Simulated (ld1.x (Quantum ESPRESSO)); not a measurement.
# Tm, ultrasoft: configuration errors across variants

Tm (Z = 69), ultrasoft, made with ld1.x (Quantum ESPRESSO) 7.5 (LDA (PZ), fully relativistic). Core [Kr] 4d10, reference 4f12.5 5s2 5p6 5d0.5 6s2 6p0. Waves: 5s (bound): rcut 1.60, rcutus 1.75 bohr; 6s (bound): rcut 1.60, rcutus 1.75 bohr; 5p (bound): rcut 1.90, rcutus 2.35 bohr; 6p (bound, empty): rcut 1.90, rcutus 2.35 bohr; 5d (bound): rcut 1.60, rcutus 2.20 bohr; 5d channel at 0.85 Ry: rcut 1.60, rcutus 2.20 bohr; 4f (bound): rcut 0.50, rcutus 0.65 bohr; 4f channel at 4.35 Ry: rcut 0.50, rcutus 0.65 bohr. Local part: all-electron potential smoothed inside 1.60 bohr (lloc = -1). Core correction: a·sin(br)/r model core inside 0.35 bohr. Augmentation charge: built from norm-conserving waves at rcut, not smoothed further.

Open shells are filled in proportion to 2j + 1 (rel_dist='average').

All-electron excitation energies from the reference (eV): (1) 4f13 5s2 5p6 5d0 6s2 6p0 -1.789; (2) 4f13 5s2 5p6 5d0 6s1 6p0 4.897; (3) 4f13 5s2 5p6 5d0 6s0 6p0 17.214.

The overlap operator is not positive definite (basis up to 400 Ry) in “base”, “all radii but the core radius scaled by about 0.87 (s 1.54, p 2.06, d 1.92, f 0.56 bohr, rcut 1.40/1.66/1.40/0.44); local potential all-electron potential smoothed inside 1.40 bohr (lloc = -1)”, “all radii but the core radius scaled by about 0.94 (s 1.64, p 2.22, d 2.08, f 0.62 bohr, rcut 1.50/1.78/1.50/0.48); local potential all-electron potential smoothed inside 1.50 bohr (lloc = -1)”. Such files are unfit for use, however small their errors in these radial tests.

5 further variants failed, have other tests or too few solved ones, and are left out.

The file “base” misses its own reference levels by 0.5 eV. The file “all radii but the core radius scaled by about 0.87 (s 1.54, p 2.06, d 1.92, f 0.56 bohr, rcut 1.40/1.66/1.40/0.44); local potential all-electron potential smoothed inside 1.40 bohr (lloc = -1)” misses its own reference levels by 1.1 eV. The file “all radii but the core radius scaled by about 0.94 (s 1.64, p 2.22, d 2.08, f 0.62 bohr, rcut 1.50/1.78/1.50/0.48); local potential all-electron potential smoothed inside 1.50 bohr (lloc = -1)” misses its own reference levels by 1.2 eV.

Errors AE − PS in meV (a dash: test not solved or not reliable):

| change | (1) | (2) | (3) | bound ghosts |
| --- | --- | --- | --- | --- |
| base | +36 | +552 | +1408 | not determined (overlap not positive) |
| all radii but the core radius scaled by about 0.87 (s 1.54, p 2.06, d 1.92, f 0.56 bohr, rcut 1.40/1.66/1.40/0.44); local potential all-electron potential smoothed inside 1.40 bohr (lloc = -1) | +234 | +738 | +1727 | not determined (overlap not positive) |
| all radii but the core radius scaled by about 0.94 (s 1.64, p 2.22, d 2.08, f 0.62 bohr, rcut 1.50/1.78/1.50/0.48); local potential all-electron potential smoothed inside 1.50 bohr (lloc = -1) | +183 | +802 | +2007 | not determined (overlap not positive) |

**Question.** Give the same row for: all radii but the core radius scaled by about 1.04 (s 1.82, p 2.44, d 2.28, f 0.68 bohr, rcut 1.66/1.98/1.66/0.52); local potential all-electron potential smoothed inside 1.66 bohr (lloc = -1).

**Answer.** –, –, –; bound ghosts: not determined (overlap not positive). Its overlap operator is not positive definite in a basis up to 400 Ry (lowest eigenvalue p1/2 -0.38, p3/2 -0.20), so the file is unfit for use: the generalised eigenproblem breaks down once the basis is large enough, and its test numbers describe a broken file.
